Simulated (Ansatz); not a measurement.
Geometry optimisation, Ansatz, RKS B3LYP/6-31G*.

input.yaml

```yaml
crystal:
  periodic: [false, false, false]
  atoms:
    - { symbol: B, position_ang: [0.097423, 0.228373, 0.218936] }
    - { symbol: C, position_ang: [0.038325, 0.220859, 1.807393] }
    - { symbol: H, position_ang: [-0.899892, -0.178109, 2.212577] }
    - { symbol: H, position_ang: [0.89275, -0.29829, 2.260125] }
    - { symbol: H, position_ang: [0.095198, 1.261983, 2.160093] }
    - { symbol: F, position_ang: [1.275649, 0.361309, -0.38676] }
    - { symbol: H, position_ang: [-0.877959, 0.295241, -0.47799] }
    - { symbol: O, position_ang: [-0.169716, -2.356955, 0.387882] }
    - { symbol: H, position_ang: [-1.088606, -2.374748, 0.07538] }
    - { symbol: H, position_ang: [-0.241472, -2.026062, 1.314064] }
basis:
  gaussian: { orbitals: "6-31G*" }
hamiltonian:
  xc: b3lyp
relax:
  f_tol: 0.03
  max_steps: 50
output:
  orbitals: {}
```

Launched with:

```bash
$ ansatz run input.yaml --threads 1 --pin off --max-ram 2048MiB --backend cpu --events-out ev --progress --plain --runs-dir out
```

Question: Where does it end, and by what steps?

Answer: The run converged. After 7 steps the energy has fallen by 0.137 eV; O8 moved furthest, 0.36 Å.

| step | energy less start (eV) | largest force component (eV/Å) | accepted |
| --- | --- | --- | --- |
| 0 | 0.0000 | 0.731 | yes |
| 1 | -0.0017 | 2.044 | yes |
| 2 | -0.0416 | 1.536 | yes |
| 3 | -0.1009 | 0.748 | yes |
| 4 | -0.1291 | 0.181 | yes |
| 5 | -0.1302 | 0.172 | yes |
| 6 | -0.1361 | 0.056 | yes |
| 7 | -0.1366 | 0.017 | yes |

```xyz
10
Properties=species:S:1:pos:R:3
B 0.049 -0.023 0.294
C 0.038 0.267 1.855
H -0.876 -0.078 2.357
H 0.907 -0.161 2.373
H 0.084 1.354 2.018
F 1.225 0.095 -0.362
H -0.943 0.154 -0.372
O -0.136 -2.008 0.298
H -1.002 -2.172 -0.111
H -0.224 -2.296 1.221
```

Run time: 22 s on 1 thread of Arm Neoverse V2 (shared host), peak memory 0.16 GiB.
